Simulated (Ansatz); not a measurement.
H3AlB, SMILES `[BH-][AlH2]` (singlet; the order of the spin states depends on the level) (charge -1, multiplicity 1). This singlet lies 0.08 eV below the relaxed triplet at the level composite: frozen-core CCSD(T) with HF/aug-cc-pVQZ and the correlation energy extrapolated as X^-3 from aug-cc-pVTZ and aug-cc-pVQZ, plus CCSDT(Q) minus CCSD(T) in aug-cc-pVDZ // PBE0-D3(BJ)/def2-TZVPD (Ansatz, a first-principles code); other levels give the other order.

Cartesian coordinates (Å):
```xyz
5

B      1.2845    -0.1166    -0.0219
Al    -0.6789     0.0624     0.0108
H      2.4783    -0.2229    -0.0545
H     -1.4170     1.4790     0.2893
H     -1.6668    -1.2018    -0.2237
```
Charge -1, spin multiplicity 1.

Frozen-core energies in aug-cc-pVTZ from Ansatz at a geometry from PBE0-D3(BJ)/def2-TZVPD; the HF reference has <S^2> = 0.00 (restricted, and unstable towards unrestricted orbitals) and the T1 diagnostic is 0.021.

| level | energy (Ha) |
|---|---|
| HF | -268.26104 |
| MP2 | -268.46034 |
| CCSD | -268.49577 |

Problem. Estimate the energies of CCSD(T), CCSDT and CCSDT(Q), and give each level's difference from CCSDT(Q).

Solution. 
```tsv
level	energy (Ha)	difference from CCSDT(Q) (mHa)
MP2	-268.46034	47.96
CCSD	-268.49577	12.53
CCSD(T)	-268.50602	2.28
CCSDT	-268.50754	0.76
CCSDT(Q)	-268.50830	0.00
```
